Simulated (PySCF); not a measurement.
Al(Br)2(OMe) (CH3AlBr2O), SMILES C[O][Al]([Br])[Br].

Geometry: PBE0-D3(BJ)/def2-SVP. One conformer was computed; it need not be the lowest.

Computed with TDDFT-PBE/def2-SVPD (PySCF).

Vertical excitations. Isolated molecule, no solvent. State labels are in the subgroup Cs.

Computed excitation energies, oscillator strengths and character:
| state | symmetry | energy (eV) | λ (nm) | f | main pairs |
|---|---|---|---|---|---|
| S1 | A" | 5.10 | 243 | 0.000 | HOMO→LUMO 100 % |
| S2 | A' | 5.16 | 240 | 0.006 | HOMO−1→LUMO 98 % |
| S3 | A' | 5.51 | 225 | 0.029 | HOMO−2→LUMO 96 % |
| S4 | A" | 5.60 | 221 | 0.000 | HOMO−3→LUMO 99 % |
| S5 | A" | 5.63 | 220 | 0.000 | HOMO−1→LUMO+1 99 % |
| S6 | A' | 5.84 | 212 | 0.001 | HOMO−4→LUMO 86 %, HOMO→LUMO+1 14 % |
| S7 | A" | 5.95 | 208 | 0.000 | HOMO−2→LUMO+1 100 % |
| S8 | A' | 6.02 | 206 | 0.144 | HOMO→LUMO+1 79 %, HOMO−4→LUMO 14 % |
| S9 | A" | 6.16 | 201 | 0.069 | HOMO−5→LUMO 98 % |
| S10 | A" | 6.32 | 196 | 0.002 | HOMO−4→LUMO+1 99 % |
| T1 | A" | 4.90 | 253 | 0 | HOMO→LUMO 99 % |
| T2 | A' | 4.95 | 250 | 0 | HOMO−1→LUMO 99 % |
| T3 | A' | 5.26 | 236 | 0 | HOMO−2→LUMO 91 % |
| T4 | A' | 5.34 | 232 | 0 | HOMO→LUMO+1 90 % |
Triplets are in the Tamm–Dancoff approximation, which puts them higher than full response would, so one can lie above its singlet here.
